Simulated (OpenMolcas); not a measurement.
**N2+, P2+, As2+, Sb2+, Bi2+: ns2 np down the group**

- Program: OpenMolcas 26.06
- Method: CASSCF
- Basis: ANO-RCC-VTZP
- Scalar Hamiltonian: DKH2, point nucleus
- Spin-orbit coupling: state interaction with AMFI integrals over the reference wave functions, term energies averaged over their components

Active space for each ion: 1 electron in 3 orbitals (p).

Computed levels in cm-1 above 2P* 1/2:

```json
{"Level": "2P* 3/2", "N2+": "174", "P2+": "501", "As2+": "2666", "Sb2+": "5873", "Bi2+": "18032"}
{"Level": "weight of 2P* in the lowest level (%)", "N2+": "100", "P2+": "100", "As2+": "100", "Sb2+": "100", "Bi2+": "100"}
```

Measured, with the error of the calculation in %. Measured levels: N2+ from Moore, Selected Tables of Atomic Spectra, NSRDS-NBS 3, section 5; P2+ from Martin, Zalubas and Musgrove, J. Phys. Chem. Ref. Data 14, 751 (1985); As2+ from Moore, Atomic Energy Levels, vol. II, NSRDS-NBS 35 (1971 reprint of NBS Circular 467, 1952); Sb2+, Bi2+ from Moore, Atomic Energy Levels, vol. III, NSRDS-NBS 35 (1971 reprint of NBS Circular 467, 1958).

```csv
Level,N2+,P2+,As2+,Sb2+,Bi2+
2P* 3/2,174 (0),559 (-10.4),2940 (-9.3),6576 (-10.7),20788 (-13.3)
```

The fine-structure level 2P* 3/2 changes by a factor of 104 from N2+ to Bi2+.

With one active electron the reference holds no correlation, so core polarisation is missing. Computed and measured levels are paired by configuration, term and J; levels that our copy of the source lacks, or whose pairing is in doubt (as where it misses far off the trend of its configuration), stay unpaired and out of the deviations. Only configurations of the active space appear.

* marks odd parity.
